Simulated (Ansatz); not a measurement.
Ansatz (a program for electronic structure) input:

Ansatz 0.2 input:
```yaml
crystal:
  periodic: [false, false, false]
  atoms:
    - {symbol: C, position_ang: [-1.98109723, -0.73785349, -1.25188305]}
    - {symbol: C, position_ang: [-1.57252228, -0.02283271, -0.01000206]}
    - {symbol: C, position_ang: [-2.22176809, 1.28104148, 0.30426393]}
    - {symbol: C, position_ang: [-0.26139087, -0.35185158, 0.61954890]}
    - {symbol: C, position_ang: [0.94353031, 0.34415780, -0.07238206]}
    - {symbol: C, position_ang: [2.24196346, 0.02357112, 0.59509097]}
    - {symbol: C, position_ang: [3.24580563, -0.64192935, 0.03760171]}
    - {symbol: H, position_ang: [-1.63303858, -1.77324730, -1.25587590]}
    - {symbol: H, position_ang: [-1.56990811, -0.26107202, -2.15703995]}
    - {symbol: H, position_ang: [-3.06753407, -0.73962215, -1.37631747]}
    - {symbol: H, position_ang: [-2.04079688, 1.58502834, 1.33791440]}
    - {symbol: H, position_ang: [-1.84495443, 2.09535808, -0.33651120]}
    - {symbol: H, position_ang: [-3.30241257, 1.24198350, 0.14192032]}
    - {symbol: H, position_ang: [-0.26506125, -0.05592392, 1.67403054]}
    - {symbol: H, position_ang: [-0.08536408, -1.43122220, 0.59067434]}
    - {symbol: H, position_ang: [0.98142140, 0.04589595, -1.12281312]}
    - {symbol: H, position_ang: [0.77506373, 1.42584657, -0.05004952]}
    - {symbol: H, position_ang: [2.33651714, 0.35131205, 1.62805113]}
    - {symbol: H, position_ang: [3.19220065, -0.99081835, -0.98791362]}
    - {symbol: H, position_ang: [4.15674139, -0.85933826, 0.58049988]}
basis:
  gaussian:
    orbitals: def2-TZVPD
hamiltonian:
  xc: {name: B3LYP}
magnetization: {spin_polarized: true, initial_magnetization: 1}
output: {forces: true}
```

### Question
Which total energy does the run end on?

### Answer
-274.60996 Eh (B3LYP/def2-TZVPD). The basis has 376 functions.

It need not be the lowest isomer of its formula.
